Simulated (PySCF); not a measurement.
C4H5 (SMILES [CH-]=C1CC1), charge -1, singlet, at a GFN2-xTB geometry (in this run its highest filled SCF level lies above zero, so its values depend strongly on the basis, on diffuse functions most of all); B3LYP-D3BJ/STO-3G (PySCF).

Input for PySCF:
```python
from pyscf import gto, scf, dft

mol = gto.Mole()
mol.atom = '''
    C    -0.004777   -0.008469    0.427331
    C    -0.001740   -0.769514   -0.833853
    C     0.020257    0.754235   -0.884483
    C    -0.020486   -0.113090    1.733287
    H    -0.907818   -1.268940   -1.192104
    H     0.897518   -1.294348   -1.172425
    H     0.936283    1.226025   -1.251408
    H    -0.873917    1.251501   -1.271141
    H    -0.011584    0.906790    2.233392
'''
mol.basis = 'sto-3g'
mol.charge = -1
mol.spin = 0
mol.verbose = 4
mol.build()

mf = dft.RKS(mol)
mf.xc = 'b3lyp'
mf.disp = 'd3bj'
mf.kernel()
```

What the program printed (banner, timings and long lists left out):

```
PySCF version 2.14.0

[INPUT] verbose = 4
[INPUT] num. atoms = 9
[INPUT] num. electrons = 30
[INPUT] charge = -1
[INPUT] spin (= nelec alpha-beta = 2S) = 0
[INPUT] symmetry False subgroup None
[INPUT] Mole.unit = angstrom
[INPUT] Symbol           X                Y                Z      unit          X                Y                Z       unit  Magmom
[INPUT]  1 C     -0.004777000000  -0.008469000000   0.427331000000 AA   -0.009027221697  -0.016004090549   0.807538554537 Bohr   0.0
[INPUT]  2 C     -0.001740000000  -0.769514000000  -0.833853000000 AA   -0.003288123457  -1.454170709019  -1.575753798147 Bohr   0.0
[INPUT]  3 C      0.020257000000   0.754235000000  -0.884483000000 AA    0.038280182105   1.425297583561  -1.671430631834 Bohr   0.0
[INPUT]  4 C     -0.020486000000  -0.113090000000   1.733287000000 AA   -0.038712929388  -0.213709127427   3.275437725269 Bohr   0.0
[INPUT]  5 H     -0.907818000000  -1.268940000000  -1.192104000000 AA   -1.715527390950  -2.397949068506  -2.252750071999 Bohr   0.0
[INPUT]  6 H      0.897518000000  -1.294348000000  -1.172425000000 AA    1.696063211867  -2.445963229879  -2.215562151593 Bohr   0.0
[INPUT]  7 H      0.936283000000   1.226025000000  -1.251408000000 AA    1.769318445086   2.316851471870  -2.364818390090 Bohr   0.0
[INPUT]  8 H     -0.873917000000   1.251501000000  -1.271141000000 AA   -1.651463785602   2.364994134619  -2.402108355706 Bohr   0.0
[INPUT]  9 H     -0.011584000000   0.906790000000   2.233392000000 AA   -0.021890587427   1.713584752494   4.220499208795 Bohr   0.0

nuclear repulsion = 101.474242644742
number of shells = 17
number of NR pGTOs = 75
number of NR cGTOs = 25
basis = sto-3g
ecp = {}

******** <class 'pyscf.dft.rks.RKS'> ********
method = RKS
initial guess = minao
damping factor = 0
level_shift factor = 0
DIIS = <class 'pyscf.scf.diis.CDIIS'>
diis_start_cycle = 1
diis_space = 8
diis_damp = 0
SCF conv_tol = 1e-09
SCF conv_tol_grad = None
SCF max_cycles = 50
direct_scf = True
direct_scf_tol = 1e-13
XC library pyscf.dft.libxc version 7.1.2
    S. Lehtola, C. Steigemann, M. J. T. Oliveira, and M. A. L. Marques,  SoftwareX 7, 1–5 (2018)
XC functionals = b3lyp
    P. J. Stephens, F. J. Devlin, C. F. Chabalowski, and M. J. Frisch,  J. Phys. Chem. 98, 11623 (1994)
radial grids:
    Treutler-Ahlrichs [JCP 102, 346 (1995); DOI:10.1063/1.469408] (M4) radial grids

becke partition: Becke, JCP 88, 2547 (1988); DOI:10.1063/1.454033
pruning grids: <function nwchem_prune>
grids dens level: 3
symmetrized grids: False
atomic radii adjust function: <function treutler_atomic_radii_adjust>
small_rho_cutoff = 0
Set gradient conv threshold to 3.16228e-05
Initial guess from minao.
tot grids = 105512
Calc dispersion correction with DFTD3.
Parameters: xc=b3lyp, version=d3bj, atm=False
init E= -153.87210760877
  HOMO = -0.171026244489077  LUMO = 0.0398690708183297  gap/eV = 5.73875
cycle= 1 E= -153.181722383497  delta_E= 0.69  |g|= 0.428  |ddm|= 4.02
  HOMO = 0.365164243361633  LUMO = 0.537371127707483  gap/eV = 4.68599
cycle= 2 E= -153.136679737748  delta_E= 0.045  |g|= 0.588  |ddm|= 1.61
  HOMO = 0.241040166485057  LUMO = 0.471831242087176  gap/eV = 6.28015
cycle= 3 E= -153.254799813942  delta_E= -0.118  |g|= 0.145  |ddm|= 1.05
  HOMO = 0.225476789795178  LUMO = 0.450073051000949  gap/eV = 6.11158
cycle= 4 E= -153.26146833887  delta_E= -0.00667  |g|= 0.0218  |ddm|= 0.214
  HOMO = 0.22586010337473  LUMO = 0.452540531958645  gap/eV = 6.16829
cycle= 5 E= -153.261585812582  delta_E= -0.000117  |g|= 0.0088  |ddm|= 0.0337
  HOMO = 0.225542600048766  LUMO = 0.452120282744735  gap/eV = 6.16549
cycle= 6 E= -153.261610723866  delta_E= -2.49e-05  |g|= 0.000908  |ddm|= 0.0133
  HOMO = 0.225508553705502  LUMO = 0.452147752707226  gap/eV = 6.16717
cycle= 7 E= -153.261610932783  delta_E= -2.09e-07  |g|= 0.00035  |ddm|= 0.0013
  HOMO = 0.225503047688166  LUMO = 0.452148204656161  gap/eV = 6.16733
cycle= 8 E= -153.261610968291  delta_E= -3.55e-08  |g|= 7.46e-05  |ddm|= 0.000507
  HOMO = 0.225493489806101  LUMO = 0.452144253800587  gap/eV = 6.16748
cycle= 9 E= -153.261610970147  delta_E= -1.86e-09  |g|= 4.31e-06  |ddm|= 0.000121
  HOMO = 0.225493671460984  LUMO = 0.452144356551947  gap/eV = 6.16748
cycle= 10 E= -153.261610970153  delta_E= -5.91e-12  |g|= 4.38e-07  |ddm|= 7.58e-06
  HOMO = 0.225493560681326  LUMO = 0.452144348770952  gap/eV = 6.16748
Extra cycle  E= -153.261610970153  delta_E= 1.71e-13  |g|= 6.55e-07  |ddm|= 1.75e-06
converged SCF energy = -153.261610970153
```
